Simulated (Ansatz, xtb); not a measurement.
CH4BO2+: which of two structures lies lower

We compare X, a singlet given by its coordinates, with Y, `[CH2+]OBO`, a singlet. Both are isolated ions in the gas phase, relaxed with B3LYP-D3(BJ)/6-311G**; the shapes shown needn't be the lowest conformers.

X (Å):

```yaml
atoms:
  - { symbol: C, position_ang: [0.9175, 0.8373, -1.6623] }
  - { symbol: B, position_ang: [0.1825, -1.5357, -0.7464] }
  - { symbol: O, position_ang: [0.7491, -0.5841, -1.2953] }
  - { symbol: O, position_ang: [-0.4161, -2.5669, -0.3038] }
  - { symbol: H, position_ang: [0.9684, 0.8543, -2.7465] }
  - { symbol: H, position_ang: [1.8504, 1.1526, -1.2055] }
  - { symbol: H, position_ang: [0.0589, 1.3795, -1.2771] }
  - { symbol: H, position_ang: [-0.2998, -3.0284, 0.5386] }
```

Close contacts (Å): C1–O3 1.48, B2–O3 1.24, B2–O4 1.27, C1–H5 1.09, C1–H6 1.09, C1–H7 1.09, O4–H8 0.97.

Y (Å):

```csv
atom,x (Å),y (Å),z (Å)
C,0.4988,0.7642,-2.2834
B,1.4035,-0.1718,-0.2268
O,0.6918,0.8862,-1.0636
O,1.5321,0.0920,1.0381
H,0.8378,-0.1262,-2.8227
H,-0.0203,1.5767,-2.7946
H,1.7639,-1.1228,-0.8199
H,1.1954,0.9123,1.4252
```

Quicker runs give these differences E(Y) − E(X): GFN2-xTB +1.597 eV; HF/STO-3G +1.394 eV (at GFN2-xTB geometries); r2SCAN-D4/def2-SVP +1.148 eV (at GFN2-xTB geometries).

Estimate E(Y) − E(X) at the level CCSD(T)/def2-TZVP.

Calculated at CCSD(T)/def2-TZVP: E(Y) − E(X) = +0.685 eV, so structure X lies lower.

How the difference moves with the method:

| level | geometry | E(Y) − E(X) (eV) | departure from the last row (eV) | job, with rough time for the two |
| --- | --- | --- | --- | --- |
| GFN2-xTB | GFN2-xTB | +1.597 | +0.912 | optimisation, 0.25 s |
| HF/STO-3G | GFN2-xTB | +1.394 | +0.709 | single point, 0.16 s |
| r2SCAN-D4/def2-SVP | GFN2-xTB | +1.148 | +0.463 | single point, 2 s |
| B3LYP-D3(BJ)/6-311G** | B3LYP-D3(BJ)/6-311G** | +0.845 | +0.161 | optimisation, 45 s |
| HF/def2-TZVP | B3LYP-D3(BJ)/6-311G** | +0.684 | −0.001 | part of the CCSD(T) run |
| MP2/def2-TZVP | B3LYP-D3(BJ)/6-311G** | +0.817 | +0.133 | part of the CCSD(T) run |
| CCSD(T)/def2-TZVP | B3LYP-D3(BJ)/6-311G** | +0.685 |  | single point, 41 s |

The levels shown agree on the order. The largest departure from CCSD(T)/def2-TZVP is that of GFN2-xTB, 0.912 eV.

With harmonic frequencies from B3LYP-D3(BJ)/6-311G** (ideal gas, rigid rotor, one conformer each, 298.15 K, 1 atm): on the last row, ΔE + ΔZPE = +0.663 eV. A mode under 50 cm⁻¹ makes harmonic enthalpies and free energies unreliable, so none is given.

The correlated steps freeze 4 core orbitals. Programs: Ansatz 0.2.0, xtb 6.7.1; the last row on 2 threads of Arm Neoverse V1 on a shared host.
